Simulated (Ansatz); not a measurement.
A made-up structure of BH3SeO, singlet:

```xyz
6
angstrom
B -0.6035 0.3481 -0.5258
O -0.2399 0.0341 0.5108
Se 1.3144 -0.5877 0.2582
H 0.0715 0.2261 -1.6159
H -1.6351 0.7524 -0.2801
H 1.0927 -0.7731 1.6528
```

It is relaxed with PBE-D4/def2-SVP and then PBE0-D4/def2-TZVP (Ansatz 0.2.0). Atoms count as bonded within 1.22 times the sum of their covalent radii (H–H: 0.88 Å). The end point is not checked to be a true minimum.

(1) Does its bonding change? (Judge from chemistry; the calculation decides.)

Results:

(1) The calculation gives: Yes. Formed: none; broken: B1–Se3.

Where it ends: The first stage lowers the energy by 3.34 eV in 10 steps. It ends as BH₃SeO ([BH2][O][SeH]):
```csv
atom,x (Å),y (Å),z (Å)
B1,-0.7412,0.4293,-0.6535
O2,-0.1957,0.0052,0.4998
Se3,1.4785,-0.7119,0.4811
H4,-0.1513,0.3452,-1.6966
H5,-1.8418,0.8902,-0.5607
H6,1.4514,-0.9581,1.9298
```

Labels in which every atom is bracketed show which atoms are joined, not bond orders.

For scale, one of the runs: PBE0-D4/def2-TZVP relaxation, 128 basis functions, launched by `ansatz run in.yaml --threads 2 --pin off --events-out ev --progress --plain --max-ram 4352MiB`. The run took about 19 s on 2 CPU threads of an Arm Neoverse V2 (shared host).
